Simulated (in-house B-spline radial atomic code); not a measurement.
# RPA and G0W0 on PBEsol: the potassium ion K⁺

Configuration [Ne] 3s2 3p6, mean-field start PBEsol. Computed with a B-spline radial code for spherical atoms: all electrons, non-relativistic, point nucleus, each spin shell either full or empty, empty states to l = 9 with an (l + 1/2)⁻⁴ tail; G0W0 by contour deformation at full frequency.

Command:
```bash
python run_gw.py task.json out
```
Settings (radii: box in bohr, nucleus in fm):
```
Z                        19
electrons                18
configuration            [Ne] 3s2 3p6
hamiltonian              nr
method                   pbesol
lmax                     9
spin_polarised           False
box_radius               23.78
intervals                51
```

Time taken, with all properties: 1.5 s on 1 thread of Arm Neoverse N1 (shared host).

Energies (hartree):

```
                                     term       value
                         mean-field total  -598.75597
Hartree-Fock functional on these orbitals  -599.00502
                      direct second order     -1.3314
                    second-order exchange     0.44834
                         SOSEX correction     0.40166
```

Task: What is the RPA correlation energy, and what remains with SOSEX?

Result: RPA gives -1.1352 hartree (-1.72 eV per electron); RPA + SOSEX gives -0.73351, and the second-order doubles -0.8831 hartree (no singles). SOSEX takes back 35 % of the RPA value.

Quasi-particle levels (eV):

```json
{"level": "3p", "occupied": "yes", "mean field": "-24.842", "Σx - vxc": "-6.93", "Σc": "?", "QP weight": "?", "G0W0": "?"}
{"level": "4s", "occupied": "no", "mean field": "-6.036", "Σx - vxc": "2.55", "Σc": "-0.66", "QP weight": "0.983", "G0W0": "-4.150"}
```

G0W0 = mean field + (Σx - vxc) + Σc, with Σc (partial-wave tail included) taken at the quasi-particle energy. Only the outer levels were computed. Levels of low weight are left out.

Task: Where does G0W0 put 3p?

Result: At -31.49 eV, with Σc = 0.28 eV and a quasi-particle weight of 0.898. The tabulated removal energy is 31.625 eV (NIST, measured); the calculation leaves out relativity, Breit and QED terms, and what these don't explain is the method's own error.
